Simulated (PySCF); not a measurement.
Compound: C2H6N2Si2.
SMILES with atom numbers: `[N:1]#[C:2]/[CH:3]=[N:4]\[SiH2:5][SiH3:6]` (hydrogens: H7 on C3; H8, H9 on Si5; H10, H11, H12 on Si6)

Theory: PBE0-D3(BJ)/def2-SVP geometry optimisation, gas phase (PySCF 2.14.0).

(1) Give the optimised bond lengths and angles.

## Answers

(1) 
```
                     bond  length (Å)
                    N1≡C2       1.159
                    C2–C3       1.455
                    C3=N4       1.264
                   N4–Si5       1.766
                  Si5–Si6       2.346
                    C3–H7       1.105
           Si5–H8, Si5–H9       1.494
Si6–H10, Si6–H11, Si6–H12       1.494
```

Bonds in one row agree within 0.01 Å and their mean is given. A selection of angles:
```
      angle  degrees
   N1–C2–C3    179.1
   C2–C3–N4    125.1
   C2–C3–H7    114.1
   N4–C3–H7    120.8
  C3–N4–Si5    129.9
 N4–Si5–Si6    104.7
  N4–Si5–H8    106.3
  N4–Si5–H9    113.3
 Si6–Si5–H8    111.3
  H8–Si5–H9    109.6
Si5–Si6–H10    109.8
H10–Si6–H11    109.6
```

Torsions: C2–C3–N4–Si5 -2° (synperiplanar); C3–N4–Si5–Si6 -104° (anticlinal). The mirror-image conformer, all signs reversed, is as good.

Si6 (SiH3 silicon) is tetrahedral (angles from 109.1° to 109.8°). N4 (C=N nitrogen) is bent (angle 129.9°). Of the pairs four or more bonds apart, C2···H9 is among the closest relative to their van der Waals radii: 3.01 Å, 104 % of the sum of Bondi's values. Si5 (SiH2 silicon) is distorted tetrahedral (angles from 104.7° to 113.3°). The 2 C–N bonds span 1.159 Å (N1≡C2, drawn triple) to 1.264 Å (C3=N4, drawn double), a spread of 0.105 Å.

Point group: C1 (no symmetry element, even within 0.4 Å). No frequency check. One conformer, not necessarily the lowest.
